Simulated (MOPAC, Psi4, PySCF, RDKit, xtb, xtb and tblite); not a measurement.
Relaxed torsion scan: SMILES COC(=O)c1ccc(C)cc1 (C9H10O2). Scanned: dihedral C1–O2–C3–O4; all other coordinates were relaxed at GFN2-xTB. Points at φ and −φ are mirror images.

Geometry of the scan point at 135° (Å):
```
21

C      4.1854     0.2843     0.3282
O      2.8567     0.7696     0.3506
C      1.9217     0.2251    -0.4713
O      0.8325    -0.0449    -0.0410
C      2.2998     0.0240    -1.8948
C      1.7479    -1.0440    -2.5970
C      2.0397    -1.2207    -3.9349
C      2.8689    -0.3291    -4.6072
C      3.1631    -0.5033    -6.0643
C      3.3981     0.7496    -3.9054
C      3.1234     0.9272    -2.5639
H      4.3104    -0.4309     1.1459
H      4.8509     1.1330     0.4890
H      4.4316    -0.2028    -0.6179
H      1.0960    -1.7286    -2.0758
H      1.6147    -2.0580    -4.4692
H      3.0313    -1.5388    -6.3678
H      4.1793    -0.1912    -6.2953
H      2.4823     0.1116    -6.6538
H      4.0316     1.4583    -4.4193
H      3.5269     1.7795    -2.0363
```

- GFN2-xTB (xtb and tblite)
- MMFF94 // GFN2-xTB (RDKit)
- PBE/def2-SVP // GFN2-xTB (Psi4)
- PBE-D3(BJ)/def2-SVP // GFN2-xTB (Psi4)
- PM6, restricted, heats of formation // GFN2-xTB (MOPAC)
- PM7, restricted, heats of formation // GFN2-xTB (MOPAC)
- GFN1-xTB // GFN2-xTB (xtb)
- RKS-B3LYP/6-31G* = restricted B3LYP/6-31G*, spherical d, density fitting // GFN2-xTB run with PySCF
- RKS-B3LYP/3-21G = restricted B3LYP/3-21G, density fitting // GFN2-xTB (PySCF)
- RHF/STO-3G = restricted Hartree-Fock/STO-3G // GFN2-xTB (PySCF)
- RKS-B3LYP/6-311+G** = restricted B3LYP/6-311+G**, spherical d, density fitting // GFN2-xTB in PySCF

Least-squares fit of E(φ) = a0 + Σ (a_n cos nφ + b_n sin nφ), n = 1 to 4, to the 24 scan points, in kcal/mol above the lowest point of each profile (levels whose profile four harmonics don't fit are not listed):

```
method                  a0     a1    b1     a2    b2     a3    b3     a4    b4  rms of fit
-------------------  -----  -----  ----  -----  ----  -----  ----  -----  ----  ----------
GFN2-xTB              8.58  -3.98  0.00  -4.41  0.00  -0.38  0.00   0.20  0.00        0.06
MMFF94               11.01  -6.84  0.00  -3.35  0.00  -0.64  0.00  -0.03  0.00        0.15
PBE/def2-SVP          9.33  -5.53  0.00  -3.19  0.00  -0.75  0.00   0.28  0.00        0.17
PBE-D3(BJ)/def2-SVP   8.98  -5.13  0.00  -3.19  0.00  -0.79  0.00   0.26  0.00        0.17
PM6                   6.58  -3.62  0.00  -3.05  0.00  -0.02  0.00   0.00  0.00        0.11
PM7                   6.60  -3.93  0.00  -2.43  0.00  -0.11  0.00  -0.15  0.00        0.13
GFN1-xTB              8.86  -4.89  0.00  -3.73  0.00  -0.38  0.00   0.24  0.00        0.06
RKS-B3LYP/6-31G*      9.39  -5.80  0.00  -2.73  0.00  -0.84  0.00   0.18  0.00        0.18
RKS-B3LYP/3-21G       9.64  -7.25  0.00  -1.57  0.00  -1.11  0.00   0.37  0.00        0.25
RHF/STO-3G            7.37  -5.20  0.00  -0.87  0.00  -0.81  0.00  -0.41  0.00        0.14
RKS-B3LYP/6-311+G**   9.24  -5.53  0.00  -2.95  0.00  -0.71  0.00   0.14  0.00        0.13
```
